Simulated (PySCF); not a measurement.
Löwdin shares of the frontier orbitals

C4H9FGe.
Atom-mapped SMILES: `[F:1][C@H:2]1[CH2:3][CH2:4][GeH2:5][CH2:6]1` (hydrogens: H7 on C2; H8, H9 on C3; H10, H11 on C4; H12, H13 on Ge5; H14, H15 on C6)

Structure used (PBE0-D3(BJ)/def2-SVP), in Å, numbered top down from 1:
```
atom  x, y, z in Å
F1    -0.035   -0.796   -1.687
C2     0.158   -0.999   -0.326
C3     0.964    0.178    0.209
C4     0.140    1.465    0.088
Ge5   -1.712    0.863    0.415
C6    -1.212   -1.045    0.335
H7     0.709   -1.950   -0.219
H8     1.208   -0.031    1.265
H9     1.922    0.244   -0.333
H10    0.470    2.244    0.790
H11    0.209    1.878   -0.929
H12   -2.256    1.268    1.801
H13   -2.713    1.302   -0.668
H14   -1.899   -1.683   -0.238
H15   -1.133   -1.453    1.355
```

Theory: PySCF 2.14.0, density-fitted response routines, TDDFT B3LYP/def2-SVPD, vertical, gas phase, core orbitals frozen in the response. The B3LYP/def2-SVPD calculation is non-relativistic and has no spin–orbit coupling, an omission that weighs most on germanium.

Frontier orbitals with the atoms that hold most of them (Löwdin shares over 4%, at most four atoms; ? is withheld):

```tsv
orbital	ε (eV)	atoms
LUMO+2	0.79	Ge5 30%, H13 14%, H12 12%, C4 6%
LUMO+1	0.40	Ge5 31%, H12 11%, H13 11%, C6 10%
LUMO	0.13	?
HOMO	?	?
HOMO-1	-8.37	Ge5 23%, C6 12%, C2 12%, C4 10%
HOMO-2	-8.80	Ge5 30%, H12 20%, H13 18%, C4 7%
HOMO-3	-9.24	F1 28%, C2 17%, C3 16%, C6 12%
```

Problem. Which atoms hold the HOMO, and with what shares?

Solution. C4 (bonded to C, Ge and 2 H) 27%; Ge5 (bonded to 2 C and 2 H) 23%; C6 (bonded to C, Ge and 2 H) 22%; C3 (bonded to 2 C and 2 H) 5%. By element: carbon 54% or more, germanium 23%.

Problem. Which atoms hold the LUMO, and with what shares?

Solution. Ge5 (bonded to 2 C and 2 H) 27%; C3 (bonded to 2 C and 2 H) 9%; H8 (bonded to C) 8%; H12 (bonded to Ge) 7%. By element: germanium 27%, hydrogen 15% or more, carbon 9% or more.

Problem. What is the HOMO energy, and the HOMO–LUMO gap?

Solution. ε(HOMO) = -7.86 eV; the gap is 7.99 eV (0.2936 hartree).

Problem. How does S1 compare with the orbital gap of 7.99 eV?

Solution. S1 is at 7.09 eV (f = 0.0011), 0.90 eV below the gap, made of HOMO→LUMO (99%). Without the coupling terms of the response equations the lowest excitation would equal the gap.

Problem. Give energy, strength and leading configuration of S1, S2 and S3, and follow the Löwdin shares of the leading atoms from the occupied to the empty orbital.

Solution. 
- S1 (7.09 eV, f 0.0011), HOMO→LUMO (99%): C4 27% → at most 8%, Ge5 23% → 27%, C3 5% → 9%
- S2 (7.48 eV, f 0.045), HOMO→LUMO+1 (87%): C4 27% → at most 11%, Ge5 23% → 31%, H12 at most 5% → 11%
- S3 (7.63 eV, f 0.095), HOMO-1→LUMO (88%): Ge5 23% → 27%, C6 12% → at most 8%, C3 at most 10% → 9%

One conformer stands for the species.
